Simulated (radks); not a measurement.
All-electron atom: Cd3+ in [Kr] 4d9 (the NIST ground configuration). Method: non-relativistic Kohn-Sham, LDA (Slater exchange, Perdew-Wang correlation), spin-unpolarised, spherical densities, point nucleus; relativity is left out, which matters for an element this heavy; computed with a radial shooting solver on a logarithmic mesh with Libxc functionals.

Unscreened Slater integrals over Kohn-Sham orbitals (eV).

| integral | value |
|---|---|
| F0(4d,4d) | 20.713 |
| F2(4d,4d) | 10.370 |
| F4(4d,4d) | 6.8058 |
| F0(4d,4p) | 22.708 |
| F2(4d,4p) | 11.355 |
| G1(4d,4p) | 14.410 |
| G3(4d,4p) | 8.8390 |
| F0(4d,4s) | 23.266 |
| G2(4d,4s) | 10.855 |
| F0(4d,3d) | 27.966 |
| F2(4d,3d) | 5.6483 |
| F4(4d,3d) | 2.5124 |
| G0(4d,3d) | 1.7710 |
| G2(4d,3d) | 2.0673 |
| G4(4d,3d) | 1.5777 |
| F0(4p,4p) | 25.376 |
| F2(4p,4p) | 13.295 |
| F0(4p,4s) | 26.151 |
| G1(4p,4s) | 17.836 |
| F0(4p,3d) | 32.947 |
| F2(4p,3d) | 7.7836 |
| G1(4p,3d) | 2.4624 |
| G3(4p,3d) | 2.4052 |
| F0(4s,4s) | 27.008 |
| F0(4s,3d) | 34.605 |
| G2(4s,3d) | 2.6909 |
| F0(3d,3d) | 73.866 |
| F2(3d,3d) | 36.886 |
| F4(3d,3d) | 23.550 |

Derived for the open shells (J is the average intra-shell exchange parameter used in DFT+U). 4d: Racah B = F2/49 - 5 F4/441 = 0.1345 eV, C = 35 F4/441 = 0.5401 eV, C/B = 4.02, F4/F2 = 0.656, J = (F2 + F4)/14 = 1.227 eV.
